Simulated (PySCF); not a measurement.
## How methods differ on the electron affinity of Cs

Cs⁻ [Xe] 6s2 (1S) → Cs [Xe] 6s1 (2S), as a difference of total energies. All numbers are calculated (PySCF 2.14, a scalar-relativistic core potential, in def2-TZVPPD with the def2 core potential (46 electrons) (5s4p3d1f, 39 functions)). Correlated levels: valence: 5s2 5p6 frozen; valence and next inner shell: nothing frozen outside the core potential. The calculations carry no spin-orbit coupling.

```csv
method,electron affinity (eV),error (eV)
UHF,-0.134,-0.606
LDA,0.547,+0.075
PBE,0.478,+0.006
PBE0,0.444,-0.028
r2SCAN,0.361,-0.111
B3LYP,0.461,-0.011
CAM-B3LYP,0.390,-0.082
M06-L,0.494,+0.022
wB97M-V,0.439,-0.033
MP2 (valence),0.209,-0.263
SCS-MP2 (valence),0.277,-0.195
MP2 (valence and next inner shell),0.290,-0.182
SCS-MP2 (valence and next inner shell),0.339,-0.133
```

Reference: 0.472 eV (measured; photodetachment measurements, as compiled on the Wikipedia data page of electron affinities).

Errors of the correlated levels include the incompleteness of this basis and the frozen core.

A negative affinity means that the anion lies above the atom at that level of theory.

In the anion the highest occupied orbital energy is positive at LDA, PBE, PBE0, r2SCAN, B3LYP, CAM-B3LYP, M06-L; the basis confines that electron, and the energy difference can still be sensible.
